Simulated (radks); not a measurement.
Results of a calculation; reference values are marked as such.
Isoelectronic series with 12 electrons, each ion in its NIST ground configuration. Code: a radial shooting solver on a logarithmic mesh with Libxc functionals. Model: scalar-relativistic Kohn-Sham, PBE, spin-polarised, spherical densities, finite nucleus; Fermi nuclear charge, rms radius of each element as measured or else 0.836 A^(1/3) + 0.57 fm. Total energies (hartree) and orbital eigenvalues (eV):

ion    configuration  E (hartree)         3s         2p         2s         1s
Mg          [Ne] 3s2   -200.27974    -4.7055   -46.6138   -79.8454  -1259.650
Cl5+        [Ne] 3s2   -454.19528   -89.4185  -276.3376  -336.9455  -2839.861
Ti10+       [Ne] 3s2   -815.76887  -253.8431  -680.9900  -771.6699  -5118.149
Co15+       [Ne] 3s2  -1286.19180  -496.3276  -1258.533  -1383.434  -8101.441
Ge20+       [Ne] 3s2  -1867.23070  -817.6685  -2009.860  -2175.448  -11802.46
Rb25+       [Ne] 3s2  -2561.14369  -1219.328  -2936.611  -3152.415  -16237.91
Mo30+       [Ne] 3s2  -3370.70068  -1703.262  -4040.928  -4320.373  -21428.52
Ag35+       [Ne] 3s2  -4299.24259  -2271.915  -5325.401  -5686.793  -27399.54
Te40+       [Ne] 3s2  -5350.74006  -2928.267  -6793.051  -7260.746  -34181.29
La45+       [Ne] 3s2   -6529.9095  -3675.911  -8447.336  -9053.205  -41810.19
Sm50+       [Ne] 3s2   -7842.2778  -4519.138  -10292.16  -11077.31  -50329.22
Ho55+       [Ne] 3s2   -9294.4412  -5463.105  -12331.88  -13348.98  -59790.50
Hf60+       [Ne] 3s2  -10894.1300  -6513.964  -14571.34  -15887.31  -70255.51
Ir65+       [Ne] 3s2  -12650.6577  -7679.162  -17015.88  -18715.68  -81799.58
Pb70+       [Ne] 3s2  -14574.9848  -8967.631  -19671.36  -21862.36  -94511.76
